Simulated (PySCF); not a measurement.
## Bonding in `C[P@@](=O)(O)C1CC1`

C₄H₉O₂P.
SMILES with atom numbers: `[CH3:1][P@@:2](=[O:3])([OH:4])[CH:5]1[CH2:6][CH2:7]1` (hydrogens: H8, H9, H10 on C1; H11 on O4; H12 on C5; H13, H14 on C6; H15, H16 on C7)

Structure used (GFN2-xTB), in Å, numbered top down from 1:
```
atom  x, y, z in Å
C1     2.015   -0.924   -0.252
P2     0.948    0.475    0.250
O3     1.523    1.377    1.256
O4     0.677    1.256   -1.138
C5    -0.662   -0.256    0.673
C6    -1.644   -0.549   -0.417
C7    -1.882    0.598    0.506
H8     2.147   -1.589    0.596
H9     2.983   -0.523   -0.542
H10    1.574   -1.465   -1.083
H11    0.953    2.164   -1.002
H12   -0.616   -0.918    1.528
H13   -2.263   -1.429   -0.322
H14   -1.347   -0.324   -1.430
H15   -2.663    0.520    1.248
H16   -1.749    1.597    0.118
```

Bond orders from the PBE0/pcSseg-1 density (PySCF). One conformer (not necessarily the lowest) at the GFN2-xTB geometry, without solvent, vibrations or thermal averaging.

Q: Where do the orders between heavy atoms depart from those drawn in the SMILES?

A: The largest departure is 0.126, at P2–C5 (drawn single, 0.874). Drawn single, order below 0.88: P2–C5 (0.874).

Q: Give the Mayer order of every bond, beside its length.

A: 
| bond | drawn as | length (Å) | Mayer order |
| --- | --- | --- | --- |
| C1–P2 | single | 1.830 | 0.981 |
| P2–O3 | double | 1.468 | 1.907 |
| P2–O4 | single | 1.616 | 0.971 |
| P2–C5 | single | 1.818 | 0.874 |
| C5–C6 | single | 1.496 | 0.924 |
| C6–C7 | single | 1.492 | 0.974 |
| C7–C5 | single | 1.499 | 0.943 |
| C1–H8 | single | 1.086 | 0.947 |
| C1–H9 | single | 1.087 | 0.946 |
| C1–H10 | single | 1.085 | 0.939 |
| O4–H11 | single | 0.959 | 0.931 |
| C5–H12 | single | 1.082 | 0.940 |
| C6–H13 | single | 1.080 | 0.954 |
| C6–H14 | single | 1.079 | 0.947 |
| C7–H15 | single | 1.080 | 0.958 |
| C7–H16 | single | 1.080 | 0.952 |

By pair of heavy elements: C–P: lowest P2–C5 (0.874, 1.818 Å), highest C1–P2 (0.981, 1.830 Å); in 1 of the 1 pairs the longer bond (by over 0.003 Å) has the higher order (by 0.02 or more). O–P: lowest P2–O4 (0.971, 1.616 Å), highest P2–O3 (1.907, 1.468 Å). C–C: lowest C5–C6 (0.924, 1.496 Å), highest C6–C7 (0.974, 1.492 Å).

Q: Sum the orders of all bonds at each heavy atom with more than one neighbour and set the sums beside the valence in the SMILES.

A: C1 3.813 (drawn 4), P2 4.733 (drawn 5), O4 1.902 (drawn 2), C5 3.681 (drawn 4), C6 3.799 (drawn 4), C7 3.827 (drawn 4). Orders between atoms that aren't bonded are not in these sums.

For a closed shell the Mayer order of atoms A and B is Σ (PS)μν (PS)νμ over the basis functions μ on A and ν on B, with P the density and S the overlap matrix.
